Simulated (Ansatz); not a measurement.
```yaml
atoms:
  - { symbol: K, position_ang: [0.0000, 0.0000, -1.1532] }
  - { symbol: Cl, position_ang: [0.0000, 0.0000, 1.2889] }
```

Basis set: def2-TZVP (spherical functions). Frozen core: 10 orbitals. Charge 0, multiplicity 1.

Computed with Ansatz (development build ahead of 0.2.0); each method stands on the lowest determinant of its kind that the runs found. Restricted open shells among the atoms or ions are ROHF, correlated in semicanonical orbitals with singles.

(1) Give the atomization energy at this shape (free ground-state atoms in the same class of orbitals less the molecule, no zero-point energy) of singlet KCl by RHF-MP2, RHF.

## Answers

(1)

```json
{"method": "RHF-MP2", "atomization energy": "3.95 eV"}
{"method": "RHF", "atomization energy": "3.01 eV"}
```

Caution: the shape is not the minimum.
